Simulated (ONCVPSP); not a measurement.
tin (Sn): excitation energies, all-electron against ONCV

tin, optimised norm-conserving Vanderbilt (ONCV), made with ONCVPSP 4.0.1 (LDA (Perdew-Zunger), scalar-relativistic). Core [Kr] 4d10, reference 5s1 5p3. Waves: 5s: rc 2.10 bohr, ncon 3, nbas 7, qcut 3.3 1/bohr, 1 projector; 5p: rc 2.10 bohr, ncon 5, nbas 9, qcut 3.4 1/bohr, 1 projector. Local part: polynomial inside 2.00 bohr (lpopt 5, dvloc0 3 Ha). Core correction: Teter function, fcfact 2.75, rcfact 1.12.

Energies are relative to the spin-unpolarised reference configuration 5s1 5p3; without spin polarisation the order of configurations can differ from experiment.

```
valence configuration  charge  ΔE all-electron (eV)  error AE − PS (meV)
              5s2 5p2       0                -7.075                 +0.2
              5s2 5p1      +1                 0.024                 +8.1
            5s2 5p1.5    +0.5                -4.358                 +2.4
```

(1) What are ΔE and the potential's error for 5s2 5p0?

Answers

(1) ΔE = 14.288 eV all-electron; the error (AE − PS) is +41 meV.
